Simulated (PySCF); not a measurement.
(E)-1-bromo-1-chloro-2-fluoroethene (C2HBrClF), SMILES F/C=C(\Cl)Br.

The structure is a stationary point at TPSSh-D3(BJ)/def2-SVP.

These are PBE/def2-TZVP (PySCF) values and carry that method's errors.

Symmetry labels are those of the subgroup Cs that the program uses (full group Cs).

Computed valence orbital energies around the gap with their symmetry:
```json
[
 {"orbital": "HOMO−7", "symmetry": "A\"", "energy (eV)": "-11.81"},
 {"orbital": "HOMO−6", "symmetry": "A'", "energy (eV)": "-10.92"},
 {"orbital": "HOMO−5", "symmetry": "A\"", "energy (eV)": "-9.68"},
 {"orbital": "HOMO−4", "symmetry": "A'", "energy (eV)": "-9.56"},
 {"orbital": "HOMO−3", "symmetry": "A'", "energy (eV)": "-8.26"},
 {"orbital": "HOMO−2", "symmetry": "A\"", "energy (eV)": "-7.86"},
 {"orbital": "HOMO−1", "symmetry": "A'", "energy (eV)": "-7.48"},
 {"orbital": "HOMO", "symmetry": "A\"", "energy (eV)": "-6.14"},
 {"orbital": "LUMO", "symmetry": "A'", "energy (eV)": "-1.74"},
 {"orbital": "LUMO+1", "symmetry": "A\"", "energy (eV)": "-1.51"},
 {"orbital": "LUMO+2", "symmetry": "A'", "energy (eV)": "-0.76"},
 {"orbital": "LUMO+3", "symmetry": "A'", "energy (eV)": "1.37"}
]
```
